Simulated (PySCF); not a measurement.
One molecule, one basis, several functionals.

C2H5BN2O2.
SMILES: `NBNC(=O)C=O`

Torsions of this conformer, `[NH2:1][BH:2][NH:3][C:4](=[O:5])[CH:6]=[O:7]`: N1–B2–N3–C4 0°, B2–N3–C4–O5 1°, N3–C4–C6–O7 0°, H–N1–B2–N3 180°, H–N1–B2–N3 0°.

PySCF, pcSseg-1 basis, density fitting, gas phase, PBE0-D3(BJ)/def2-SVP geometry. One functional is left out:

```
functional  exact exchange (%)  HOMO energy (eV)  LUMO energy (eV)  dipole moment (D)
      BLYP                   0             -5.91             -3.32              1.345
      BP86                   0             -6.15             -3.59              1.356
       LDA                   0             -6.21             -3.78              1.388
      OPBE                   0             -5.93             -3.38              1.351
     B97-2                  21             -7.38             -2.55              1.235
 BHandHLYP                  50             -9.21             -1.33              1.105
```

**Question.** Predict the row of mPW1PW91 (25 % exact exchange) by straight lines through the other rows, and check it.

**Answer.** 
```tsv
property	line	computed	computed − line	B97-2 (21 %), for comparison
HOMO energy (eV)	-7.63	-7.72	-0.09	-7.38
LUMO energy (eV)	-2.41	-2.51	-0.10	-2.55
dipole moment (D)	1.228	1.212	-0.016	1.235
```

**Question.** Which of these properties follows the share of exact exchange most closely, and which least?

**Answer.** Most closely the HOMO energy, least the LUMO energy; the correlations over the tabulated rows are HOMO energy -0.996, dipole moment -0.988, LUMO energy 0.984. The HOMO energy moves by -0.632 eV for every 10 %. Functionals with the same share still differ in their other parts: at 0 % BLYP and LDA differ by 0.30 eV in it.
